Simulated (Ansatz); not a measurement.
Ansatz (a quantum-chemistry and plane-wave program) input (HF/6-31G*):

Ansatz 0.2 input:
```yaml
crystal:
  periodic: [false, false, false]
  atoms:
    - {symbol: O, position_ang: [-0.30154474, 0.05506282, -1.98404907]}
    - {symbol: Si, position_ang: [-0.03263002, -0.01615992, -0.33587462]}
    - {symbol: Si, position_ang: [1.66804264, -1.53752984, 0.25676912]}
    - {symbol: Si, position_ang: [-1.99921052, -0.66710374, 0.80562354]}
    - {symbol: Si, position_ang: [0.62408279, 2.15996488, 0.28244250]}
    - {symbol: H, position_ang: [-0.51009704, -0.74658778, -2.44337474]}
    - {symbol: H, position_ang: [2.96996953, -1.31804503, -0.40951172]}
    - {symbol: H, position_ang: [1.29191468, -2.96460640, 0.13661379]}
    - {symbol: H, position_ang: [-2.50207341, -1.95610642, 0.27886779]}
    - {symbol: H, position_ang: [-3.06413554, 0.34616059, 0.64950287]}
    - {symbol: H, position_ang: [-1.71264860, -0.83245004, 2.24715858]}
    - {symbol: H, position_ang: [-0.38561875, 3.14846766, -0.14779145]}
    - {symbol: H, position_ang: [1.92804093, 2.50694881, -0.31932511]}
    - {symbol: H, position_ang: [0.75301748, 2.22731657, 1.75480501]}
basis:
  gaussian:
    orbitals: 6-31G*
hamiltonian:
  xc: {name: HF}
magnetization: {spin_polarized: true, initial_magnetization: 1}
phonons: {temperatures: {t_min: 298.15, t_max: 298.15, t_step: 100}}
```

Output:

```
Functional definition: HF
integrals: 0.06 GiB planned
1133 factors; integrals over basis functions are off by at most 7.6e-4 eV
mean field: 0.84 GiB planned
mean field evaluation 1: about -33622.6075 eV, gradient 2.5e1 eV
mean field evaluation 2: about -33622.7003 eV, gradient 2.5e1 eV
mean field evaluation 4: about -33626.3628 eV, gradient 3.0e0 eV
mean field evaluation 8: about -33626.4830 eV, gradient 2.9e-1 eV
mean field -33626.48594453 eV, -1235.7505656105 hartree, gradient 2.1e-5 eV, S^2 0.758939; 0 other end points of the search recorded, 0 dependent functions left out
the calculation of the forces begins
reference -33626.48594453 eV, -1235.7505656105 hartree; 37, 36 occupied and 72, 73 virtual orbitals, 1133 factors
these checks for a lower state are left out or cut short: stability, starts, cluster_reference, orbital_swaps, neighbouring_geometries, increment
integrals: 0.06 GiB planned
1133 factors; integrals over basis functions are off by at most 7.6e-4 eV
mean field: 0.84 GiB planned
mean field evaluation 16: about -33626.4859 eV, gradient 8.1e-2 eV
mean field -33626.48592542 eV, -1235.7505649083 hartree, gradient 2.4e-6 eV, S^2 0.758942; 0 other end points of the search recorded, 0 dependent functions left out
the calculation of the forces begins
reference -33626.48592542 eV, -1235.7505649083 hartree; 37, 36 occupied and 72, 73 virtual orbitals, 1133 factors
these checks for a lower state are left out or cut short: stability, starts, cluster_reference, orbital_swaps, neighbouring_geometries, increment
integrals: 0.06 GiB planned
1133 factors; integrals over basis functions are off by at most 7.6e-4 eV
mean field: 0.84 GiB planned
mean field -33626.48592724 eV, -1235.7505649753 hartree, gradient 2.5e-6 eV, S^2 0.758935; 0 other end points of the search recorded, 0 dependent functions left out
the calculation of the forces begins
reference -33626.48592724 eV, -1235.7505649753 hartree; 37, 36 occupied and 72, 73 virtual orbitals, 1133 factors
these checks for a lower state are left out or cut short: stability, starts, cluster_reference, orbital_swaps, neighbouring_geometries, increment
integrals: 0.06 GiB planned
1133 factors; integrals over basis functions are off by at most 7.6e-4 eV
mean field: 0.84 GiB planned
mean field evaluation 32: about -33626.4858 eV, gradient 3.0e-6 eV
mean field -33626.48580197 eV, -1235.7505603716 hartree, gradient 3.0e-6 eV, S^2 0.758937; 0 other end points of the search recorded, 0 dependent functions left out
the calculation of the forces begins
reference -33626.48580197 eV, -1235.7505603716 hartree; 37, 36 occupied and 72, 73 virtual orbitals, 1133 factors
these checks for a lower state are left out or cut short: stability, starts, cluster_reference, orbital_swaps, neighbouring_geometries, increment
integrals: 0.06 GiB planned
1133 factors; integrals over basis functions are off by at most 7.6e-4 eV
mean field: 0.84 GiB planned
mean field -33626.48579896 eV, -1235.7505602611 hartree, gradient 1.1e-6 eV, S^2 0.758940; 0 other end points of the search recorded, 0 dependent functions left out
the calculation of the forces begins
reference -33626.48579896 eV, -1235.7505602611 hartree; 37, 36 occupied and 72, 73 virtual orbitals, 1133 factors
these checks for a lower state are left out or cut short: stability, starts, cluster_reference, orbital_swaps, neighbouring_geometries, increment
integrals: 0.06 GiB planned
1133 factors; integrals over basis functions are off by at most 7.6e-4 eV
mean field: 0.84 GiB planned
mean field -33626.48580692 eV, -1235.7505605538 hartree, gradient 2.7e-6 eV, S^2 0.758943; 0 other end points of the search recorded, 0 dependent functions left out
the calculation of the forces begins
reference -33626.48580692 eV, -1235.7505605538 hartree; 37, 36 occupied and 72, 73 virtual orbitals, 1133 factors
these checks for a lower state are left out or cut short: stability, starts, cluster_reference, orbital_swaps, neighbouring_geometries, increment
integrals: 0.06 GiB planned
1133 factors; integrals over basis functions are off by at most 7.6e-4 eV
mean field: 0.84 GiB planned
mean field -33626.48580931 eV, -1235.7505606413 hartree, gradient 2.7e-6 eV, S^2 0.758934; 0 other end points of the search recorded, 0 dependent functions left out
the calculation of the forces begins
reference -33626.48580931 eV, -1235.7505606413 hartree; 37, 36 occupied and 72, 73 virtual orbitals, 1133 factors
these checks for a lower state are left out or cut short: stability, starts, cluster_reference, orbital_swaps, neighbouring_geometries, increment
integrals: 0.06 GiB planned
1133 factors; integrals over basis functions are off by at most 7.6e-4 eV
mean field: 0.84 GiB planned
mean field -33626.48588016 eV, -1235.7505632452 hartree, gradient 2.8e-6 eV, S^2 0.758938; 0 other end points of the search recorded, 0 dependent functions left out
[...]
mean field evaluation 448: about -33626.4859 eV, gradient 3.5e-2 eV
mean field -33626.48589408 eV, -1235.7505637565 hartree, gradient 2.2e-6 eV, S^2 0.758939; 0 other end points of the search recorded, 0 dependent functions left out
the calculation of the forces begins
reference -33626.48589408 eV, -1235.7505637565 hartree; 37, 36 occupied and 72, 73 virtual orbitals, 1133 factors
these checks for a lower state are left out or cut short: stability, starts, cluster_reference, orbital_swaps, neighbouring_geometries, increment
integrals: 0.06 GiB planned
1133 factors; integrals over basis functions are off by at most 7.6e-4 eV
mean field: 0.84 GiB planned
mean field -33626.48589390 eV, -1235.7505637502 hartree, gradient 2.2e-6 eV, S^2 0.758938; 0 other end points of the search recorded, 0 dependent functions left out
the calculation of the forces begins
reference -33626.48589390 eV, -1235.7505637502 hartree; 37, 36 occupied and 72, 73 virtual orbitals, 1133 factors
these checks for a lower state are left out or cut short: stability, starts, cluster_reference, orbital_swaps, neighbouring_geometries, increment
integrals: 0.06 GiB planned
1133 factors; integrals over basis functions are off by at most 7.6e-4 eV
mean field: 0.84 GiB planned
mean field -33626.48593436 eV, -1235.7505652370 hartree, gradient 1.7e-6 eV, S^2 0.758939; 0 other end points of the search recorded, 0 dependent functions left out
the calculation of the forces begins
reference -33626.48593436 eV, -1235.7505652370 hartree; 37, 36 occupied and 72, 73 virtual orbitals, 1133 factors
these checks for a lower state are left out or cut short: stability, starts, cluster_reference, orbital_swaps, neighbouring_geometries, increment
integrals: 0.06 GiB planned
1133 factors; integrals over basis functions are off by at most 7.6e-4 eV
mean field: 0.84 GiB planned
mean field -33626.48593533 eV, -1235.7505652727 hartree, gradient 1.6e-6 eV, S^2 0.758938; 0 other end points of the search recorded, 0 dependent functions left out
the calculation of the forces begins
reference -33626.48593533 eV, -1235.7505652727 hartree; 37, 36 occupied and 72, 73 virtual orbitals, 1133 factors
these checks for a lower state are left out or cut short: stability, starts, cluster_reference, orbital_swaps, neighbouring_geometries, increment
integrals: 0.06 GiB planned
1133 factors; integrals over basis functions are off by at most 7.6e-4 eV
mean field: 0.84 GiB planned
mean field -33626.48592790 eV, -1235.7505649994 hartree, gradient 1.5e-6 eV, S^2 0.758939; 0 other end points of the search recorded, 0 dependent functions left out
the calculation of the forces begins
reference -33626.48592790 eV, -1235.7505649994 hartree; 37, 36 occupied and 72, 73 virtual orbitals, 1133 factors
these checks for a lower state are left out or cut short: stability, starts, cluster_reference, orbital_swaps, neighbouring_geometries, increment
integrals: 0.06 GiB planned
1133 factors; integrals over basis functions are off by at most 7.6e-4 eV
mean field: 0.84 GiB planned
mean field evaluation 480: about -33626.4859 eV, gradient 2.9e-5 eV
mean field -33626.48592865 eV, -1235.7505650272 hartree, gradient 1.5e-6 eV, S^2 0.758938; 0 other end points of the search recorded, 0 dependent functions left out
the calculation of the forces begins
reference -33626.48592865 eV, -1235.7505650272 hartree; 37, 36 occupied and 72, 73 virtual orbitals, 1133 factors
these checks for a lower state are left out or cut short: stability, starts, cluster_reference, orbital_swaps, neighbouring_geometries, increment
integrals: 0.06 GiB planned
1133 factors; integrals over basis functions are off by at most 7.6e-4 eV
mean field: 0.84 GiB planned
mean field -33626.48593685 eV, -1235.7505653286 hartree, gradient 1.5e-6 eV, S^2 0.758938; 0 other end points of the search recorded, 0 dependent functions left out
the calculation of the forces begins
reference -33626.48593685 eV, -1235.7505653286 hartree; 37, 36 occupied and 72, 73 virtual orbitals, 1133 factors
these checks for a lower state are left out or cut short: stability, starts, cluster_reference, orbital_swaps, neighbouring_geometries, increment
integrals: 0.06 GiB planned
1133 factors; integrals over basis functions are off by at most 7.6e-4 eV
mean field: 0.84 GiB planned
mean field -33626.48593710 eV, -1235.7505653375 hartree, gradient 1.5e-6 eV, S^2 0.758939; 0 other end points of the search recorded, 0 dependent functions left out
the calculation of the forces begins
reference -33626.48593710 eV, -1235.7505653375 hartree; 37, 36 occupied and 72, 73 virtual orbitals, 1133 factors
these checks for a lower state are left out or cut short: stability, starts, cluster_reference, orbital_swaps, neighbouring_geometries, increment
integrals: 0.06 GiB planned
1133 factors; integrals over basis functions are off by at most 7.6e-4 eV
mean field: 0.84 GiB planned
mean field -33626.48593714 eV, -1235.7505653389 hartree, gradient 2.5e-6 eV, S^2 0.758938; 0 other end points of the search recorded, 0 dependent functions left out
the calculation of the forces begins
reference -33626.48593714 eV, -1235.7505653389 hartree; 37, 36 occupied and 72, 73 virtual orbitals, 1133 factors
these checks for a lower state are left out or cut short: stability, starts, cluster_reference, orbital_swaps, neighbouring_geometries, increment
integrals: 0.06 GiB planned
1133 factors; integrals over basis functions are off by at most 7.6e-4 eV
mean field: 0.84 GiB planned
mean field -33626.48593823 eV, -1235.7505653791 hartree, gradient 2.5e-6 eV, S^2 0.758939; 0 other end points of the search recorded, 0 dependent functions left out
the calculation of the forces begins
reference -33626.48593823 eV, -1235.7505653791 hartree; 37, 36 occupied and 72, 73 virtual orbitals, 1133 factors
these checks for a lower state are left out or cut short: stability, starts, cluster_reference, orbital_swaps, neighbouring_geometries, increment
integrals: 0.06 GiB planned
1133 factors; integrals over basis functions are off by at most 7.7e-4 eV
mean field: 0.84 GiB planned
mean field evaluation 512: about -33626.4859 eV, gradient 1.8e-6 eV
mean field -33626.48588311 eV, -1235.7505633536 hartree, gradient 1.8e-6 eV, S^2 0.758938; 0 other end points of the search recorded, 0 dependent functions left out
the calculation of the forces begins
reference -33626.48588311 eV, -1235.7505633536 hartree; 37, 36 occupied and 72, 73 virtual orbitals, 1133 factors
these checks for a lower state are left out or cut short: stability, starts, cluster_reference, orbital_swaps, neighbouring_geometries, increment
integrals: 0.06 GiB planned
1133 factors; integrals over basis functions are off by at most 7.6e-4 eV
mean field: 0.84 GiB planned
mean field -33626.48588217 eV, -1235.7505633190 hartree, gradient 2.1e-6 eV, S^2 0.758939; 0 other end points of the search recorded, 0 dependent functions left out
the calculation of the forces begins
reference -33626.48588217 eV, -1235.7505633190 hartree; 37, 36 occupied and 72, 73 virtual orbitals, 1133 factors
Total energy: -33626.48594453 eV, -1235.7505656105 hartree
Atom 0 at    -0.301545     0.055063    -1.984049 Å, force    -0.000332     0.000385    -0.000302 eV/Å
Atom 1 at    -0.032630    -0.016160    -0.335875 Å, force     0.000758    -0.000730     0.000940 eV/Å
Atom 2 at     1.668043    -1.537530     0.256769 Å, force    -0.000068     0.000672     0.000922 eV/Å
Atom 3 at    -1.999211    -0.667104     0.805624 Å, force     0.000140     0.000072    -0.000100 eV/Å
Atom 4 at     0.624083     2.159965     0.282442 Å, force     0.000239     0.000495     0.000249 eV/Å
Atom 5 at    -0.510097    -0.746588    -2.443375 Å, force    -0.000158    -0.000452    -0.000909 eV/Å
Atom 6 at     2.969970    -1.318045    -0.409512 Å, force     0.000065    -0.000087    -0.000387 eV/Å
Atom 7 at     1.291915    -2.964606     0.136614 Å, force    -0.000230    -0.000008    -0.000370 eV/Å
Atom 8 at    -2.502073    -1.956106     0.278868 Å, force    -0.000034    -0.000151     0.000016 eV/Å
Atom 9 at    -3.064136     0.346161     0.649503 Å, force    -0.000190    -0.000067    -0.000082 eV/Å
Atom 10 at    -1.712649    -0.832450     2.247159 Å, force    -0.000047     0.000189     0.000117 eV/Å
Atom 11 at    -0.385619     3.148468    -0.147791 Å, force    -0.000075     0.000088    -0.000037 eV/Å
Atom 12 at     1.928041     2.506949    -0.319325 Å, force    -0.000022    -0.000189    -0.000156 eV/Å
Atom 13 at     0.753017     2.227317     1.754805 Å, force    -0.000046    -0.000218     0.000099 eV/Å
Dipole moment:    -0.059295    -0.225095    -0.028737 e Å
Vibrations: 68.72 91.85 93.34 98.14 112.88 133.40 188.91 197.97 263.75 358.86 459.36 466.84 501.69 547.35 570.69 603.85 622.29 625.35 867.24 938.70 974.32 987.59 1020.58 1025.69 1028.17 1031.48 1033.74 2339.69 2350.88 2356.68 2357.47 2363.32 2363.68 2370.05 2372.84 4124.88 cm⁻¹, zero-point energy 2.350260 eV
```

The blocks after the first are displaced geometries, from whose forces the wavenumbers follow.
